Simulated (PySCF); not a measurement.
PBE0 on Ag- (silver, charge -1), [Kr] 4d10 5s2, closed-shell 1S. All numbers are calculated (PySCF 2.14, a scalar-relativistic core potential, in def2-TZVPPD with the def2 core potential (28 electrons) (6s4p3d2f1g, 56 functions)).

```
cycle= 1 E= -147.000613699639  delta_E= -0.00968  |g|= 0.0832  |ddm|= 0.448
cycle= 2 E= -146.998727652902  delta_E= 0.00189  |g|= 0.115  |ddm|= 0.206
cycle= 3 E= -147.002430736798  delta_E= -0.0037  |g|= 0.00703  |ddm|= 0.092
cycle= 4 E= -147.00244516225  delta_E= -1.44e-05  |g|= 0.000224  |ddm|= 0.0135
cycle= 5 E= -147.002445187957  delta_E= -2.57e-08  |g|= 1.86e-05  |ddm|= 0.000228
cycle= 6 E= -147.002445188157  delta_E= -2e-10  |g|= 1.14e-07  |ddm|= 2.92e-05
converged SCF energy = -147.002445188157  <S^2> = 0  2S+1 = 1
```

Highest occupied orbital energy: 0.844 eV; ⟨L²⟩ = 0.00; populations by l: s 4.00, p 6.00, d 10.00, f 0.00.

(1) Can this result be used?

Answers

(1) With care. The run converged. Energies and moments cover only the electrons outside the core potential. At PBE0 the highest occupied level has a positive energy, so only the finite basis holds that electron; in a semilocal or global hybrid functional this comes from self-interaction and does not mean that the real anion is unbound.
